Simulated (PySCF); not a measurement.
## Be²⁺ (beryllium, charge +2): UHF calculation

Configuration: 1s2, closed-shell 1S. Calculation: PySCF 2.14, in def2-TZVPPD; the non-relativistic Hamiltonian (point nucleus).

| Property | Result |
| --- | --- |
| Total energy | -13.611081 hartree |
| One-electron energy | -15.8878 hartree |
| Hartree (Coulomb) energy | 4.5534 hartree |
| Exchange energy | -2.2767 hartree |
| Kinetic energy | 13.60693 hartree |
| ⟨S²⟩ | 0.0000 |
| ⟨L²⟩ | 0.000 |
| Sum of ⟨r⟩ | 0.8285 bohr |
| Sum of ⟨r²⟩ | 0.4639 bohr² |
| Density at the nucleus (Gaussians lack the cusp) | 33.2 bohr⁻³ |
| Langevin diamagnetic susceptibility | -0.367 ×10⁻⁶ cm³/mol |

| shell | electrons | mean orbital energy (eV) | rms radius, mean of both spins (bohr) |
| --- | --- | --- | --- |
| 1s | 2 | -154.21 | 0.482 |
